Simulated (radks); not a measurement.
Values are calculated unless marked as measured or tabulated.
I10+, 43 electrons, occupied as [Kr] 4d7 (the NIST ground configuration). Level of theory: scalar-relativistic Kohn-Sham, BLYP, spin-polarised, spherical densities, finite nucleus; open shells are filled with parallel spins first (spin-orbit coupling, left out, can overturn this in heavy ions); Fermi nuclear charge, rms radius 4.75 fm (a radial shooting solver on a logarithmic mesh with Libxc functionals). Some entries of the table are withheld. Estimate them.

orbital  occ.  eigenvalue (eV)  <1/r> (bohr^-1)
1s up       1        -33169.39            56.83
1s down     1        -33169.38            56.83
2s up       1        -5278.862            13.02
2s down     1        -5277.657            13.03
2p up       3        -4757.260            12.46
2p down     3        -4756.326            12.46
3s up       1        -1206.339            4.674
3s down     1        -1205.750            4.674
3p up       3        -1037.368            4.445
3p down     3        -1036.699            4.445
3d up       5        -784.7305              (1)
3d down     5        -783.6932              (2)
4s up       1              (3)            1.937
4s down     1              (4)            1.938
4p up       3        -295.0899            1.794
4p down     3        -291.3009            1.794
4d up       5        -213.9793            1.569
4d down     2        -210.3130            1.566

Answer. 
(1) 3d up <1/r> (bohr^-1): 4.209
(2) 3d down <1/r> (bohr^-1): 4.209
(3) 4s up eigenvalue (eV): -349.7546
(4) 4s down eigenvalue (eV): -345.9588
